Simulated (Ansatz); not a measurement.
Cost and result for the atomization energy of BFGeH$_{4}$Si (`F[B]1[SiH2][GeH2]1`) (8 atoms, 8 bonds).

```xyz
8

F     1.854   -0.093   -1.701
B     0.707   -0.159   -1.061
Si   -0.614    1.076   -0.337
Ge    0.272   -0.989    0.750
H    -1.999    0.551   -0.426
H    -0.575    2.552   -0.152
H    -1.008   -1.745    1.115
H     1.364   -1.193    1.812
```

Charge 0, multiplicity 1. Correlated methods include outer-core shells of Ge, which these sets cover unevenly. Scalar relativity is left out up to krypton. All single points use the PBE0-D4/def2-TZVP geometry. Program: Ansatz. All runs use 2 threads of an Arm Neoverse V1 on a shared host. Times are those of one run each, without the atoms' runs, and a repeat can differ threefold. Electronic energies, without spin–orbit coupling; frozen cores. CCSD(T)/CBS adds CCSD(T) − MP2 in def2-TZVPP to the MP2 limit, and its time is that of the two runs behind it. T1 = 0.015. With those shells the extrapolation isn't a true limit. HSE06 is the plane-wave form, built on full-range PBE exchange.

CCSD(T)/CBS is a level of theory with its own doubt, some kJ/mol a heavy atom from the limit and from the frozen cores, so smaller differences don't rank the functionals.

| level | functions | wall time | atomization (kJ/mol) | difference from CCSD(T)/CBS | per bond |
| --- | --- | --- | --- | --- | --- |
| revPBE-D4/def2-TZVPP | 208 | 2.9 s | 2395.7 | -24.5 | -3.1 |
| BLYP-D4/def2-TZVPP | 208 | 2.9 s | 2403.9 | -16.3 | -2.0 |
| PBE-D4/def2-TZVPP (with forces) | 208 | 3.7 s | 2460.8 | 40.6 | 5.1 |
| HSE06-D4/def2-TZVPP | 208 | 4.8 s | 2418.2 | -2.0 | -0.2 |
| BHLYP-D4/def2-TZVPP | 208 | 4.9 s | 2344.5 | -75.7 | -9.5 |
| CAM-B3LYP-D4/def2-TZVPP | 208 | 5.5 s | 2416.0 | -4.2 | -0.5 |
| CCSD(T)/def2-SVP | 98 | 7 s | 2263.3 | -156.9 | -19.6 |
| r2SCANh-D4/def2-TZVPP | 208 | 8 s | 2433.8 | 13.6 | 1.7 |
| PBE-QIDH/def2-TZVPP | 208 | 8.5 s | 2403.3 | -16.9 | -2.1 |
| B97M-V/def2-TZVPP | 208 | 13 s | 2470.6 | 50.4 | 6.3 |
| MP2/def2-QZVPP | 393 | 30 s | 2420.2 | 0.0 | 0.0 |
| CCSD(T)/def2-TZVPP | 208 | 2.4 min | 2360.8 | -59.4 | -7.4 |
| CCSD(T)/CBS(def2) | – | 2.9 min | 2420.2 | 0.0 | 0.0 |

At CCSD(T), def2-SVP lies −156.9 kJ/mol from the extrapolated value and def2-TZVPP −59.4 kJ/mol: correlation converges slowly with the basis, and small sets miss more of it in the bonded molecule than in its fragments. From BLYP to BHLYP (50 % exact exchange), in def2-TZVPP and without D4, the atomization energy moves by −47.1 kJ/mol: exact exchange takes away binding that semilocal exchange gives to molecules. In def2-TZVPP, CCSD(T) changes the Hartree–Fock value by +617.6 kJ/mol (the triples alone add +44.3 kJ/mol) and MP2 by +642.4 kJ/mol; breaking electron pairs costs correlation energy, which Hartree–Fock lacks.
